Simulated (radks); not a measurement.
Charge is removed step by step from the 3p down level of the iodine ion I+, starting from [Ne] 3s2 3p(up 3, down 3) 3d10 4s2 4p6 4d10 5s2 5p4. All-electron calculation, scalar-relativistic Kohn-Sham, PBEsol, spin-polarised, spherical densities, finite nucleus; open shells are filled with parallel spins first (spin-orbit coupling, left out, can overturn this in heavy ions); Fermi nuclear charge, rms radius 4.75 fm. Program: a radial shooting solver on a logarithmic mesh with Libxc functionals.

removed (e)  E - E(0) (eV)  eigenvalue (eV)  E minus straight line (eV)
0                    0.000          -868.50                       0.000
0.125               108.79          -873.80                      -2.350
0.25                218.25          -879.12                      -4.037
0.375               328.38          -884.48                      -5.057
0.5                 439.18          -889.88                      -5.404
0.625               550.65          -895.30                      -5.076
0.75                662.80          -900.75                      -4.069
0.875               775.64          -906.24                      -2.378
1                   889.16          -911.75                       0.000

Removing the whole electron costs 889.16 eV by Delta-SCF, against 868.50 eV from minus the eigenvalue at the starting occupation. Slater's transition state (half an electron removed) gives 889.88 eV. Integrating minus the eigenvalue over the occupation (Janak's theorem) gives 889.96 eV. In this scalar-relativistic scheme the density is built from large components alone, so the theorem holds only approximately. The mean slope of the eigenvalue, de/dn, is 43.2 eV per electron.
